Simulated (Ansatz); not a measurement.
**Worked example: Zn(CH3)(NH2) + GaH2(NH2) → Zn(NH2)2 + GaH2(CH3)**

Species: Zn(CH3)(NH2), singlet; GaH2(NH2), singlet; Zn(NH2)2, singlet; GaH2(CH3), singlet. The partners trade CH3 for NH2: Zn–CH3 and Ga–NH2 bonds give way to Zn–NH2 and Ga–CH3.

Shapes, held fixed at every level: PBE0-D4/def2-TZVP. Programs: Ansatz 0.2.0. Electronic energies: no zero-point or thermal term.

At wB97X-V/def2-TZVPP; 1 Eh = 2625.50 kJ/mol:

```
     species   energy (Eh)
Zn(CH3)(NH2)  -1875.109391
   GaH2(NH2)  -1981.845956
    Zn(NH2)2  -1891.167953
   GaH2(CH3)  -1965.772812
```

Q: Work out ΔE of the reaction at this level.

A: 
1. Products less reactants: (-1891.167953) + (-1965.772812) − [(-1875.109391) + (-1981.845956)] = 0.014582 Eh = +38.3 kJ/mol.

Other levels give +38.8 (PBE0-D4/def2-TZVPP) to +46.5 kJ/mol (HF/def2-SVP). No measured value is set beside it here. Relativity is left out for Ga, Zn unless named.
